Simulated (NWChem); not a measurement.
System: C3H5ClSi; SMILES C#C[Si@@H](C)Cl

The following NWChem deck was run.

```
start job
memory heap 200 mb stack 900 mb global 1100 mb
geometry units angstroms noautosym nocenter noautoz
  C      0.875342     2.647619    -0.244090
  C      0.389969     1.566629     0.033113
  Si    -0.372670    -0.046233     0.451651
  C     -2.009887    -0.241399    -0.413366
  Cl     0.912214    -1.556388    -0.160962
  H      1.309346     3.601562    -0.489007
  H     -0.500527    -0.148349     1.930553
  H     -2.457807    -1.218116    -0.176209
  H     -1.878647    -0.171533    -1.503383
  H     -2.704232     0.551328    -0.093668
end
basis spherical
  * library 6-31g*
end
dft
  xc b3lyp
  iterations 150
end
property
  shielding
end
task dft property
```

NWChem printed, in part:

```
             Northwest Computational Chemistry Package (NWChem) 7.3.0
             --------------------------------------------------------

                             Geometry "geometry" -> ""
                             -------------------------

 Output coordinates in angstroms (scale by  1.889725989 to convert to a.u.)

  No.       Tag          Charge          X              Y              Z
 ---- ---------------- ---------- -------------- -------------- --------------
    1 C                    6.0000     0.87534200     2.64761900    -0.24409000
    2 C                    6.0000     0.38996900     1.56662900     0.03311300
    3 Si                  14.0000    -0.37267000    -0.04623300     0.45165100
    4 C                    6.0000    -2.00988700    -0.24139900    -0.41336600
    5 Cl                  17.0000     0.91221400    -1.55638800    -0.16096200
    6 H                    1.0000     1.30934600     3.60156200    -0.48900700
    7 H                    1.0000    -0.50052700    -0.14834900     1.93055300
    8 H                    1.0000    -2.45780700    -1.21811600    -0.17620900
    9 H                    1.0000    -1.87864700    -0.17153300    -1.50338300
   10 H                    1.0000    -2.70423200     0.55132800    -0.09366800

 Effective nuclear repulsion energy (a.u.)     248.1471965113

                              NWChem Property Module
                              ----------------------

  itol2e modified to match energy
  convergence criterion.

                                 NWChem DFT Module
                                 -----------------

 Summary of "ao basis" -> "ao basis" (spherical)
 ------------------------------------------------------------------------------
       Tag                 Description            Shells   Functions and Types
 ---------------- ------------------------------  ------  ---------------------
 C                           6-31g*                  6       14   3s2p1d
 Si                          6-31g*                  8       18   4s3p1d
 Cl                          6-31g*                  8       18   4s3p1d
 H                           6-31g*                  2        2   2s

  itol2e modified to match energy
  convergence criterion.

            General Information
            -------------------
          SCF calculation type: DFT
          Wavefunction type:  closed shell.
          No. of atoms     :    10
          No. of electrons :    54
           Alpha electrons :    27
            Beta electrons :    27
          Charge           :     0
          Spin multiplicity:     1
          Use of symmetry is: off; symmetry adaption is: off
          Maximum number of iterations: 150
          AO basis - number of functions:    88
                     number of shells:    44
          Convergence on energy requested:  1.00D-07
          Convergence on density requested:  1.00D-05
          Convergence on gradient requested:  5.00D-04

              XC Information
              --------------
                         B3LYP Method XC Potential
                     Hartree-Fock (Exact) Exchange  0.200
                        Slater Exchange Functional  0.800 local
                    Becke 1988 Exchange Functional  0.720 non-local
              Lee-Yang-Parr Correlation Functional  0.810
                  VWN I RPA Correlation Functional  0.190 local

             Grid Information
             ----------------
          Grid used for XC integration:  fine
          Radial quadrature: Mura-Knowles
          Angular quadrature: Lebedev.
          Tag              B.-S. Rad. Rad. Pts. Rad. Cut. Ang. Pts.
          ---              ---------- --------- --------- ---------
          C                   0.70       70          12.0       590
          Si                  1.10      123          11.0       770
          Cl                  1.00      123          12.0       770
          H                   0.35       60          13.0       590
          Grid pruning is: on
          Number of quadrature shells:   756
          Spatial weights used:  Erf1

      Superposition of Atomic Density Guess
      -------------------------------------

 Sum of atomic energies:        -863.73981538

      Non-variational initial energy
      ------------------------------

 Total energy =    -865.896115
 1-e energy   =   -1683.035450
 2-e energy   =     568.992139
 HOMO         =      -0.333245
 LUMO         =       0.014916

   convergence    iter        energy       DeltaE   RMS-Dens  Diis-err
 ---------------- ----- ----------------- --------- --------- ---------
 d= 0,ls=0.0,diis     1   -866.9546962722 -1.12D+03  1.09D-02  4.61D-01
 d= 0,ls=0.0,diis     2   -866.9897679215 -3.51D-02  5.85D-03  1.50D-01
 d= 0,ls=0.0,diis     3   -867.0052438372 -1.55D-02  2.15D-03  5.47D-02
 d= 0,ls=0.0,diis     4   -867.0099404648 -4.70D-03  9.81D-04  2.00D-02
 d= 0,ls=0.0,diis     5   -867.0126354875 -2.70D-03  1.46D-04  1.72D-04
  Resetting Diis
 d= 0,ls=0.0,diis     6   -867.0126579468 -2.25D-05  4.12D-05  1.24D-05
 d= 0,ls=0.0,diis     7   -867.0126597020 -1.76D-06  1.52D-05  8.07D-07
 d= 0,ls=0.0,diis     8   -867.0126596356  6.64D-08  8.57D-06  1.30D-06

         Total DFT energy =     -867.012659635609
      One electron energy =    -1687.071156051845
           Coulomb energy =      639.262072042634
    Exchange-Corr. energy =      -67.350772137703
 Nuclear repulsion energy =      248.147196511304

 Numeric. integr. density =       53.999999054605

                       DFT Final Molecular Orbital Analysis
                       ------------------------------------

 Vector   25  Occ=2.000000D+00  E=-3.106290D-01
              MO Center=  4.4D-01, -8.9D-01, -3.7D-02, r^2= 3.6D+00
   Bfn.  Coefficient  Atom+Function         Bfn.  Coefficient  Atom+Function
  ----- ------------  ---------------      ----- ------------  ---------------
    69      0.519408   5 Cl pz               67      0.334112   5 Cl px
    73      0.292079   5 Cl pz               65     -0.203174   5 Cl pz
    71      0.190691   5 Cl px               49      0.161750   4 C  px
    82     -0.135883   7 H  s                19     -0.131302   2 C  pz
    63     -0.130701   5 Cl px                5     -0.114230   1 C  pz

 Vector   26  Occ=2.000000D+00  E=-2.907330D-01
              MO Center=  6.3D-01,  1.7D+00, -9.5D-02, r^2= 2.7D+00
   Bfn.  Coefficient  Atom+Function         Bfn.  Coefficient  Atom+Function
  ----- ------------  ---------------      ----- ------------  ---------------
     3      0.299351   1 C  px               17      0.285826   2 C  px
    68     -0.236781   5 Cl py               18     -0.196223   2 C  py
     5     -0.192520   1 C  pz                7      0.186203   1 C  px
    19     -0.184417   2 C  pz                4     -0.177760   1 C  py
    21      0.159492   2 C  px               72     -0.135459   5 Cl py

[...]

          -----------------------------------------
          Chemical Shielding Tensors (GIAO, in ppm)
          -----------------------------------------

                                NWChem CPHF Module
                                ------------------

  scftype          =     RHF
  nclosed          =       27
  nopen            =        0
  variables        =     1647
  # of vectors     =        3
  tolerance        = 0.10D-03
  level shift      = 0.00D+00
  max iterations   =       50
  max subspace     =       30

 SCF residual:    2.4707833453301199E-004

Iterative solution of linear equations
  No. of variables     1647
  No. of equations        3
  Maximum subspace       30
        Iterations       50
       Convergence  1.0D-04

   iter   nsub   residual    time
   ----  ------  --------  ---------
     1      3    2.82D-01      43.7
     2      6    1.10D-02      48.3
     3      9    1.64D-03      53.2
     4     12    8.11D-05      57.4

      Atom:    1  C
        Diamagnetic
    266.6650      7.1247     -1.7356
      7.1247    277.5130     -3.2053
     -1.7356     -3.2053    263.4738

        Paramagnetic
   -205.1258     68.1492    -16.3519
     68.1492    -79.2545    -38.9016
    -16.3519    -38.9016   -222.3357

        Total Shielding Tensor
     61.5392     75.2739    -18.0875
     75.2739    198.2585    -42.1069
    -18.0875    -42.1069     41.1381

           isotropic =     100.3119
          anisotropy =     212.5822

          Principal Components and Axis System
                 1           2           3
              242.0334     30.7800     28.1224

      1         0.3942      0.2610      0.8812
      2         0.8917      0.1234     -0.4354
      3        -0.2224      0.9574     -0.1841

      Atom:    2  C
        Diamagnetic
    246.9545     18.1459     -4.4021
     18.1459    277.4973     -9.1997
     -4.4021     -9.1997    239.4552

        Paramagnetic
   -173.4007     73.0507    -20.6535
     73.0507    -42.1122    -42.8972
    -20.6535    -42.8972   -199.5092

        Total Shielding Tensor
     73.5537     91.1966    -25.0556
     91.1966    235.3850    -52.0969
    -25.0556    -52.0969     39.9460

           isotropic =     116.2949
          anisotropy =     260.1935

          Principal Components and Axis System
                 1           2           3
              289.7573     32.8838     26.2437

      1         0.4007      0.8676      0.2944
      2         0.8881     -0.4468      0.1082
      3        -0.2254     -0.2181      0.9495

      Atom:    3  Si
        Diamagnetic
    887.3696     -3.7026     -0.4557
     -3.7026    886.6245      1.9480
     -0.4557      1.9480    881.7720

        Paramagnetic
   -440.8256    -19.8873     17.0844
    -19.8873   -476.1171     19.7812
     17.0844     19.7812   -483.1878

        Total Shielding Tensor
    446.5440    -23.5899     16.6288
    -23.5899    410.5074     21.7292
     16.6288     21.7292    398.5842

           isotropic =     418.5452
          anisotropy =      60.3627

          Principal Components and Axis System
                 1           2           3
              458.7870    425.1468    371.7018

      1         0.9116      0.2152     -0.3503
      2        -0.3965      0.6855     -0.6106
      3         0.1087      0.6955      0.7102

      Atom:    4  C
        Diamagnetic
    259.4458      0.6579      5.6599
      0.6579    247.8200      0.6610
      5.6599      0.6610    249.1747

        Paramagnetic
    -65.6491     -3.8865     -0.7639
     -3.8865    -62.0871      3.1249
     -0.7639      3.1249    -69.8598

        Total Shielding Tensor
    193.7968     -3.2285      4.8960
     -3.2285    185.7330      3.7858
      4.8960      3.7858    179.3150

           isotropic =     186.2816
          anisotropy =      14.1863

          Principal Components and Axis System
                 1           2           3
              195.7391    187.4094    175.6962

      1         0.9479      0.0884     -0.3060
      2        -0.2179      0.8807     -0.4206
      3         0.2323      0.4654      0.8541

      Atom:    5  Cl
        Diamagnetic
   1149.4941     -4.7566     -1.6545
     -4.7566   1150.7092      1.9709
     -1.6545      1.9709   1145.1682

        Paramagnetic
   -173.0603    -27.8750    -21.7824
    -27.8750   -161.3886     18.0182
    -21.7824     18.0182   -245.6096

        Total Shielding Tensor
    976.4338    -32.6316    -23.4369
    -32.6316    989.3206     19.9891
    -23.4369     19.9891    899.5586

           isotropic =     955.1043
          anisotropy =     102.7092

          Principal Components and Axis System
                 1           2           3
             1023.5771    950.0706    891.6652

      1        -0.6300      0.7449      0.2195
      2         0.7391      0.6619     -0.1247
      3         0.2382     -0.0837      0.9676

      Atom:    6  H
        Diamagnetic
     26.3233      6.4557     -1.6087
      6.4557     37.4888     -3.4171
     -1.6087     -3.4171     24.0633

        Paramagnetic
      1.0730     -1.9318      0.5942
     -1.9318     -1.7545      1.0040
      0.5942      1.0040      1.8516

        Total Shielding Tensor
     27.3963      4.5239     -1.0144
      4.5239     35.7343     -2.4131
     -1.0144     -2.4131     25.9149

           isotropic =      29.6818
          anisotropy =      12.8847

          Principal Components and Axis System
                 1           2           3
               38.2717     25.4339     25.3400

      1         0.3922      0.8488     -0.3545
      2         0.8963     -0.2658      0.3551
      3        -0.2072      0.4570      0.8650

      Atom:    7  H
        Diamagnetic
     24.6163     -0.4837     -1.9478
     -0.4837     24.5142     -0.1335
     -1.9478     -0.1335     39.9577

        Paramagnetic
     -0.3442     -0.0373      0.7733
     -0.0373     -0.0194      0.4546
      0.7733      0.4546     -7.9157

        Total Shielding Tensor
     24.2721     -0.5210     -1.1745
     -0.5210     24.4949      0.3211
     -1.1745      0.3211     32.0419

           isotropic =      26.9363
          anisotropy =       7.9491

          Principal Components and Axis System
                 1           2           3
               32.2357     24.7909     23.7823

      1        -0.1490     -0.5474      0.8235
      2         0.0510      0.8275      0.5592
      3         0.9875     -0.1253      0.0954

      Atom:    8  H
        Diamagnetic
     31.7240      7.0299      0.2781
      7.0299     34.4478     -1.8041
      0.2781     -1.8041     23.2600

        Paramagnetic
      0.9058     -3.0484     -0.4873
     -3.0484      0.1521      0.5581
     -0.4873      0.5581      4.6647

        Total Shielding Tensor
     32.6298      3.9815     -0.2092
      3.9815     34.5999     -1.2459
     -0.2092     -1.2459     27.9247

           isotropic =      31.7181
          anisotropy =       9.1846

          Principal Components and Axis System
                 1           2           3
               37.8412     29.7017     27.6115

      1         0.6061      0.7764     -0.1726
      2         0.7875     -0.5553      0.2673
      3        -0.1117      0.2980      0.9480

      Atom:    9  H
        Diamagnetic
     26.9657      0.0127      2.7152
      0.0127     22.8484     -0.6413
      2.7152     -0.6413     39.2540

        Paramagnetic
      2.9865      0.0789     -1.5990
      0.0789      5.1467      0.2851
     -1.5990      0.2851     -2.5904

        Total Shielding Tensor
     29.9522      0.0916      1.1162
      0.0916     27.9950     -0.3562
      1.1162     -0.3562     36.6636

           isotropic =      31.5369
          anisotropy =       7.9804

          Principal Components and Axis System
                 1           2           3
               36.8572     29.7834     27.9702

      1         0.1590      0.9845     -0.0744
      2        -0.0380      0.0814      0.9960
      3         0.9866     -0.1555      0.0504

      Atom:   10  H
        Diamagnetic
     35.4531     -7.4278     -1.0443
     -7.4278     30.3442      2.4576
     -1.0443      2.4576     23.8198

        Paramagnetic
     -0.5592      3.0419     -0.1434
      3.0419      2.1427     -0.9695
     -0.1434     -0.9695      4.4258

        Total Shielding Tensor
     34.8939     -4.3859     -1.1877
     -4.3859     32.4870      1.4881
     -1.1877      1.4881     28.2456

           isotropic =      31.8755
          anisotropy =      10.0411

          Principal Components and Axis System
                 1           2           3
               38.5696     29.2926     27.7644

      1         0.7774      0.6262     -0.0594
      2        -0.6037      0.7163     -0.3498
      3        -0.1765      0.3078      0.9349
```

Level: B3LYP/6-31G* (spherical d), GIAO. Structure relaxed at the PBE0/def2-SVP level. The printed shielding anisotropy is the first printed principal value minus the mean of the other two.
